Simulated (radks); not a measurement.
The chlorine anion Cl-, [Ar], held by a Watson sphere: a shell of charge +1 at radius R that stands for the Madelung well of a crystal (potential energy -1/R inside, -1/r outside, in hartree with lengths in bohr). Method: non-relativistic Kohn-Sham, LB94 model potential, spin-polarised, spherical densities, point nucleus; computed with a radial shooting solver on a logarithmic mesh with Libxc functionals. Response by self-consistent Sternheimer equations with the Hartree and adiabatic LDA kernel. The sphere does not respond.

R (bohr)  e(2p) (eV)  e(3s) (eV)  e(3p) (eV)  <r> 3p (bohr)  sum of <r^2> (bohr^2)  X-ray form factor at sin(theta)/lambda = 0.1 1/angstrom  alpha (bohr^3)
1.87         -205.84     -25.758     -14.171          1.853                  32.08                                                   15.952           16.43
2.1          -205.63     -25.213     -13.738          1.881                  32.96                                                   15.907           17.68
2.56         -205.09     -24.192     -12.842          1.925                  34.45                                                   15.836           20.34
2.95         -204.55     -23.415     -12.109          1.953                  35.42                                                   15.793           22.58
2.96         -204.54     -23.396     -12.091          1.953                  35.44                                                   15.792           22.63
3.24         -204.13     -22.891     -11.599          1.968                  35.98                                                   15.769           24.14
4.13         -202.93     -21.548     -10.264          1.996                  37.10                                                   15.728           28.09
4.39         -202.62     -21.222      -9.937          2.001                  37.30                                                   15.722           28.96

Estimate the row for R = 3.8 bohr.

Answer. e(2p) (eV) -203.35; e(3s) (eV) -22.002; e(3p) (eV) -10.719; <r> 3p (bohr) 1.989; sum of <r^2> (bohr^2) 36.78; X-ray form factor at sin(theta)/lambda = 0.1 1/angstrom 15.739; alpha (bohr^3) 26.79.
